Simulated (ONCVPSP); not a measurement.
Varying the ONCV potential for Li (Z = 3)

Base potential:

Li (Z = 3), optimised norm-conserving Vanderbilt (ONCV), made with ONCVPSP 4.0.1 (PBE, scalar-relativistic). Core none, reference 1s2 2s1. Waves: 1s+2s: rc 1.15 bohr, ncon 4, nbas 9, qcut 11.2 1/bohr, 2 projectors; p scattering state at 0.02 Ha: rc 0.95 bohr, ncon 5, nbas 10, qcut 10.1 1/bohr, 3 projectors, debl 1.5 Ha. Local part: polynomial inside 0.80 bohr (lpopt 5, dvloc0 0 Ha). Core correction: none.

Cutoffs, loose and tight: the cutoffs (Ha) at which the residual kinetic energy of the hardest occupied pseudo-wave falls to 1 and 0.1 mHa per electron. They do not see the model core or the augmentation charge, which bear on the density cutoff. Test errors are all-electron minus pseudo excitation energies from the reference, over the configurations 1s2 2s0; 1s2 2s0.5; 1s2 2s0 2p1; 1s1 2s1. A dash means not determined; rows that change the core or the reference have their own tests. The largest error is taken over the tests solved by every variant that gives reliable tests at all: 1s1 2s1; 1s2 2s0; 1s2 2s0.5.

A true bound ghost makes a file unfit for plane-wave use even where its test errors are small: the radial tests pick states by their node count and pass the ghost by.

```csv
change,outcome,"cutoff, loose","cutoff, tight",bound ghosts,GHOST(+) flags above zero,largest test error (meV)
base,generated,42 Ha,50 Ha,none,p,+808
"all radii scaled by about 0.79 (s 0.90, p 0.76 bohr); local potential polynomial inside 0.64 bohr (lpopt 5, dvloc0 0 Ha)",generated,51 Ha,61 Ha,none,p,+490
"all radii scaled by about 0.89 (s 1.02, p 0.84 bohr); local potential polynomial inside 0.72 bohr (lpopt 5, dvloc0 0 Ha)",generated,46 Ha,54 Ha,none,p,+639
"all radii scaled by about 1.13 (s 1.30, p 1.08 bohr); local potential polynomial inside 0.90 bohr (lpopt 5, dvloc0 0 Ha)",generated,38 Ha,46 Ha,none,p,+1020
"all radii scaled by about 1.30 (s 1.50, p 1.24 bohr); local potential polynomial inside 1.04 bohr (lpopt 5, dvloc0 0 Ha)",generated,29 Ha,34 Ha,p,none,+1600
```

Q: What comes out with this change to the base: all radii scaled by about 1.18 (s 1.36, p 1.12 bohr); local potential polynomial inside 0.94 bohr (lpopt 5, dvloc0 0 Ha)?

A: outcome: generated; cutoff, loose: 36 Ha; cutoff, tight: 44 Ha; bound ghosts: none; GHOST(+) flags above zero: p; largest test error (meV): +1113.

Reading the sweep of the scale of all radii (base = 1) (base included, trends over the rows without a ghost): The loose cutoff falls from 51 Ha at 0.79 to 36 Ha at 1.18. A larger radius leaves more room for a smooth pseudo-wave, so fewer plane waves are needed; a smaller one forces it to follow the all-electron wave where it bends sharply. Bound ghosts are found at 1.3.
